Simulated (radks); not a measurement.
Numerical settings for neutral molybdenum, [Kr] 4d5 5s1. Method: scalar-relativistic Kohn-Sham, PBE, spin-polarised, spherical densities, finite nucleus; open shells are filled with parallel spins first (spin-orbit coupling, left out, can overturn this in heavy ions); Fermi nuclear charge, rms radius 4.4091 fm; computed with a radial shooting solver on a logarithmic mesh with Libxc functionals. The defaults (mesh step 0.008 in ln r, mesh end at 40 bohr or more with all orbitals vanishing there, Anderson mixing 0.5 over 9 steps, residual threshold near 1e-9 with the energy settled to 1e-9 hartree or 1e-11 of itself, here a cap of 85 iterations) give E = -4048.7321 hartree and 4d at -4.571 eV in 16 iterations. Run on one thread of a shared host, so times are rough (Arm Neoverse V2): 0.19 s of CPU time, 0.19 s wall, 16 iterations on 2437 mesh points. Changes against that run (0 stands for a change within the tolerance of the run):

setting,iterations,converged,E (mhartree),e(4d) (meV),CPU (s)
mesh step in ln r 0.003,25,yes,0,0,0.64
mesh step in ln r 0.08,5,no,diverged,-,0.03
mesh step in ln r 0.05,13,yes,+0.00627,0,0.03
mesh end (bohr) 12,16,yes,+0.0545,+5.66,0.18
mesh end (bohr) 2,16,level above zero,+1.35e+04,+6.53e+04,0.15
residual threshold 1e-05,11,yes,0,+0.212,0.15
residual threshold 0.001,8,yes,-0.000179,-1.15,0.12
mixing 0.05,31,yes,0,0,0.34
"linear mixing, mixing 1",23,no,diverged,-,0.6
"linear mixing, mixing 0.5",30,yes,0,0,0.3
mixing history 20,21,yes,0,0,0.23
iteration cap 3,3,no,+11.4,-407,0.05

Settled on a wrong energy, with an occupied level pushed above zero by the early mesh end: mesh end (bohr) 2 (+13.5 hartree). Apart from these: no run marked as converged misses the energy by more than 1 mhartree. A mesh that ends early acts as a hard wall.
